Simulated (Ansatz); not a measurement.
Start from `[NH2][Ta]([NH2])(=[O])[F]` and change one atom or group to get `[NH2][Ta]([NH2])(=[O])[OH]`.

Ansatz, PBE0-D4/def2-TZVP geometries, multiplicity 1. Each molecule was computed in one conformer, which needn't be the lowest.

Elements past krypton have def2 core potentials.

```
                                                                                  property  `[NH2][Ta]([NH2])(=[O])[F]`
                                                       HOMO–LUMO gap (PBE/def2-TZVPP) / eV                         5.17
                                                         HOMO energy (PBE/def2-TZVPP) / eV                        -6.45
ideal-gas entropy at 298 K and 1 bar (rigid rotor, harmonic PBE0-D4/def2-TZVP) / J/(mol·K)                          361
                                                     HOMO energy (ωB97M-V/def2-TZVPP) / eV                       -10.21
                                                      HOMO–LUMO gap (PBE0/def2-TZVPP) / eV                         7.49
                                          size of the dipole moment (B3LYP/def2-TZVPP) / D                         4.23
```

Problem. What does the change do to each property? (Estimate.)

Solution. Computed: 
```json
{"property": "HOMO–LUMO gap (PBE/def2-TZVPP) / eV", "`[NH2][Ta]([NH2])(=[O])[OH]`": "5.05", "shift": "-0.12"}
{"property": "HOMO energy (PBE/def2-TZVPP) / eV", "`[NH2][Ta]([NH2])(=[O])[OH]`": "-5.93", "shift": "0.52"}
{"property": "ideal-gas entropy at 298 K and 1 bar (rigid rotor, harmonic PBE0-D4/def2-TZVP) / J/(mol·K)", "`[NH2][Ta]([NH2])(=[O])[OH]`": "372", "shift": "11"}
{"property": "HOMO energy (ωB97M-V/def2-TZVPP) / eV", "`[NH2][Ta]([NH2])(=[O])[OH]`": "-9.68", "shift": "0.53"}
{"property": "HOMO–LUMO gap (PBE0/def2-TZVPP) / eV", "`[NH2][Ta]([NH2])(=[O])[OH]`": "7.28", "shift": "-0.21"}
{"property": "size of the dipole moment (B3LYP/def2-TZVPP) / D", "`[NH2][Ta]([NH2])(=[O])[OH]`": "2.74", "shift": "-1.49"}
```

With PBE0 the HOMO rises by 0.53 eV and the LUMO rises by 0.32 eV, so the gap narrows by about 0.21 eV. PBE moves the HOMO by 0.52 eV and ωB97M-V by 0.53 eV. The zero-point energy changes by 27.8 kJ/mol with +3 modes. Dipoles are sizes alone; their direction can turn.

B3LYP here is the variant with VWN-RPA as its local correlation; programs differ in this.
